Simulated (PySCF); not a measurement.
## Electron correlation in Br³⁺ (bromine, charge +3)

[Ar] 3d10 4s2 4p2, high-spin 3P determinant. Calculation: PySCF 2.14, in def2-SVP; the non-relativistic Hamiltonian (point nucleus). Frozen: [Ar] 3d10; 4 electrons correlated.

MP2 pair energies summed by pair of shells (mhartree):

| pair | energy | share (%) |
| --- | --- | --- |
| 4s-4p | -29.61 | 61.2 |
| 4s-4s | -13.80 | 28.5 |
| 4p-4p | -4.96 | 10.3 |

Total MP2 correlation energy: -48.37 mhartree.

Same-spin part -7.50 and opposite-spin part -40.87 mhartree; SCS-MP2 scales them by 1/3 and 6/5 to -51.55 mhartree.

```json
{"level": "CCSD", "correlation energy (mhartree)": "-66.40"}
{"level": "(T)", "correlation energy (mhartree)": "-0.66"}
{"level": "CCSD(T)", "correlation energy (mhartree)": "-67.06"}
```

Diagnostics: T1 = 0.0058, D1 = 0.0159, largest double amplitude 0.097.

Cost of the coupled-cluster step: 0.17 s of wall time on 1 thread of Neoverse-N1 (shared host), for 4 correlated electrons.

Iterations:

```
CC2 = 0
CCSD nocc = (np.int64(3), np.int64(1)), nmo = (18, 18)
frozen orbitals [[0, 1, 2, 3, 4, 5, 6, 7, 8, 9, 10, 11, 12, 13], [0, 1, 2, 3, 4, 5, 6, 7, 8, 9, 10, 11, 12, 13]]
max_cycle = 100
direct = 0
conv_tol = 1e-08
conv_tol_normt = 1e-06
diis_space = 8
diis_start_cycle = 0
Init t2, MP2 energy = -0.0483737898776594
Init E_corr(UCCSD) = -0.0483737898900491
cycle = 1  E_corr(UCCSD) = -0.0609730756532251  dE = -0.0125992858  norm(t1,t2) = 0.0419393
cycle = 2  E_corr(UCCSD) = -0.0645346170428048  dE = -0.00356154139  norm(t1,t2) = 0.0148804
cycle = 3  E_corr(UCCSD) = -0.0664082135113782  dE = -0.00187359647  norm(t1,t2) = 0.00615
cycle = 4  E_corr(UCCSD) = -0.0663891060397177  dE = 1.91074717e-05  norm(t1,t2) = 0.000873962
cycle = 5  E_corr(UCCSD) = -0.0663971088006055  dE = -8.00276089e-06  norm(t1,t2) = 0.00010792
cycle = 6  E_corr(UCCSD) = -0.0663946985179891  dE = 2.41028262e-06  norm(t1,t2) = 1.24143e-05
cycle = 7  E_corr(UCCSD) = -0.0663954661215512  dE = -7.67603562e-07  norm(t1,t2) = 1.95253e-06
cycle = 8  E_corr(UCCSD) = -0.0663952799979355  dE = 1.86123616e-07  norm(t1,t2) = 5.03804e-07
cycle = 9  E_corr(UCCSD) = -0.0663952836213175  dE = -3.623382e-09  norm(t1,t2) = 4.80117e-08
UCCSD converged
E(UCCSD) = -2569.735458770825  E_corr = -0.06639528362131752
UCCSD(T) correction = -0.000656243470991513
```
